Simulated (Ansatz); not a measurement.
Reaction (formal exchange of groups at a Ge–O bond): `[OH][GeH]([OH])[Cl]` + `CNC(=N)O` → `C[NH][GeH]([OH])[Cl]` + `N=C(O)O`

Calculated with Ansatz (gas phase, PBE0-D4/def2-TZVP geometries, no zero-point term in ΔE). CCSD(T)/CBS is the MP2 limit (def2-TZVPP, def2-QZVPP) plus CCSD(T) − MP2 in def2-TZVPP, frozen cores. DFT in def2-TZVPP. B3LYP here is the variant with VWN-RPA as its local correlation; programs differ in this. For Ge outer-core shells are correlated without core-valence functions, which leaves a few kJ/mol of doubt a bond. Scalar relativity is left out up to krypton. Each species was taken in one conformer, which may not be the lowest.

```csv
level,ΔE (eV)
r2SCAN-D4,0.53
B3LYP-D4,0.54
r2SCAN,0.54
SCS-MP2/def2-TZVPP,0.52
MP2/def2-QZVPP,0.55
SCS-MP2/def2-QZVPP,0.54
HF/CBS(def2),0.54
MP2/CBS(def2),0.55
```

(1) What does CCSD(T)/CBS give? (Estimate.)

Largest T1 diagnostic among the species: 0.013.

Answers

(1) The calculation gave: +0.51 eV. The listed levels differ from it by 0.02, 0.03, 0.03, 0.01, 0.04, 0.03, 0.03, 0.04 eV.
